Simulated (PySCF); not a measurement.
## Basis-set dependence of population analyses: `Cc1ccccc1F`

C7H7F.
Cartesian coordinates in Å at the PBE0-D3(BJ)/def2-SVP level; atoms count from 1:
```
atom  x, y, z in Å
C1     2.196    0.558    0.070
C2     0.712    0.360    0.043
C3    -0.200    1.419    0.020
C4    -1.577    1.197    0.002
C5    -2.072   -0.106    0.007
C6    -1.187   -1.183    0.029
C7     0.177   -0.931    0.047
F8     1.025   -1.965    0.069
H9     2.687    0.008   -0.748
H10    2.631    0.182    1.009
H11    2.452    1.621   -0.025
H12    0.186    2.442    0.015
H13   -2.265    2.045   -0.016
H14   -3.148   -0.289   -0.007
H15   -1.535   -2.218    0.033
```

PBE0 throughout (PySCF), one geometry, spherical d and f functions. Geometry: PBE0-D3(BJ)/def2-SVP; no solvent, vibrations or thermal averaging. The first 7 of 13 kinds of atom are listed.

Mulliken charges (e):

| basis | functions | C1 | C2 | C3 | C4 | C5 | C6 | C7 |
| --- | --- | --- | --- | --- | --- | --- | --- | --- |
| STO-3G | 47 | -0.240 | -0.021 | -0.084 | -0.096 | -0.083 | -0.113 | +0.099 |
| pcSseg-0 | 86 | -0.575 | -0.244 | -0.172 | -0.239 | -0.235 | -0.224 | +0.340 |
| 6-31G | 86 | -0.541 | +0.027 | -0.179 | -0.167 | -0.171 | -0.184 | +0.273 |
| 6-31G* | 126 | -0.594 | +0.034 | -0.201 | -0.173 | -0.169 | -0.251 | +0.394 |
| cc-pVDZ | 147 | -0.004 | -0.188 | +0.011 | +0.005 | +0.004 | -0.019 | +0.151 |
| def2-SVP | 147 | +0.013 | -0.181 | -0.029 | -0.014 | -0.014 | -0.079 | +0.258 |
| pcSseg-1 | 171 | -0.146 | -0.418 | -0.027 | -0.076 | -0.075 | -0.150 | +0.384 |
| aug-cc-pVDZ | 247 | +0.346 | +0.415 | +1.072 | +0.180 | +0.492 | +0.497 | +0.404 |
| 6-311+G(2d,p) | 258 | -0.587 | +1.218 | -0.898 | -0.077 | -0.174 | +0.202 | -0.294 |
| def2-TZVP | 290 | -0.380 | +0.035 | -0.174 | -0.121 | -0.112 | -0.210 | +0.259 |

IAO charges (e):

| basis | functions | C1 | C2 | C3 | C4 | C5 | C6 | C7 |
| --- | --- | --- | --- | --- | --- | --- | --- | --- |
| STO-3G | 47 | -0.398 | -0.046 | -0.131 | -0.152 | -0.134 | -0.180 | +0.143 |
| pcSseg-0 | 86 | -0.426 | -0.032 | -0.145 | -0.162 | -0.146 | -0.192 | +0.251 |
| 6-31G | 86 | -0.440 | -0.016 | -0.151 | -0.162 | -0.148 | -0.190 | +0.254 |
| 6-31G* | 126 | -0.419 | -0.025 | -0.144 | -0.159 | -0.142 | -0.191 | +0.285 |
| cc-pVDZ | 147 | -0.420 | -0.023 | -0.148 | -0.161 | -0.145 | -0.193 | +0.285 |
| def2-SVP | 147 | -0.408 | -0.023 | -0.144 | -0.158 | -0.142 | -0.190 | +0.283 |
| pcSseg-1 | 171 | -0.417 | -0.025 | -0.149 | -0.162 | -0.147 | -0.192 | +0.283 |
| aug-cc-pVDZ | 247 | -0.430 | -0.020 | -0.153 | -0.164 | -0.149 | -0.193 | +0.287 |
| 6-311+G(2d,p) | 258 | -0.431 | -0.021 | -0.152 | -0.164 | -0.149 | -0.193 | +0.287 |
| def2-TZVP | 290 | -0.431 | -0.022 | -0.152 | -0.164 | -0.148 | -0.194 | +0.291 |

**Question.** Which scheme is steadiest as the basis changes?

**Answer.** Largest range over the bases for any column: IAO 0.15 e, Mulliken 1.97 e. IAO charges move least and Mulliken charges most, counted in e. Without the minimal STO-3G basis the ranges are IAO 0.04, Mulliken 1.97 e.

**Question.** How much do the charges still move between the two largest bases, 6-311+G(2d,p) and def2-TZVP?

**Answer.** At most, over all atoms: Mulliken 1.183 e, IAO 0.004 e.

**Question.** What do the same runs give for the total energy, the frontier levels and the dipole moment?

**Answer.** 
```csv
basis,energy (Eh),HOMO (eV),LUMO (eV),μ (D)
STO-3G,-365.6919,-4.51,2.76,0.33
pcSseg-0,-369.5609,-7.14,-0.30,1.34
6-31G,-370.2993,-6.82,0.06,1.38
6-31G*,-370.3770,-6.69,0.07,1.01
cc-pVDZ,-370.4081,-6.83,-0.14,1.00
def2-SVP,-370.1161,-6.94,-0.23,1.07
pcSseg-1,-370.3416,-7.03,-0.36,1.15
aug-cc-pVDZ,-370.4271,-6.98,-0.42,1.14
"6-311+G(2d,p)",-370.4882,-6.99,-0.42,1.17
def2-TZVP,-370.5209,-6.96,-0.35,1.11
```

The dipole is fixed by the density alone, so its range of 1.05 D shows that the density itself changes with the basis, not only its division among atoms.
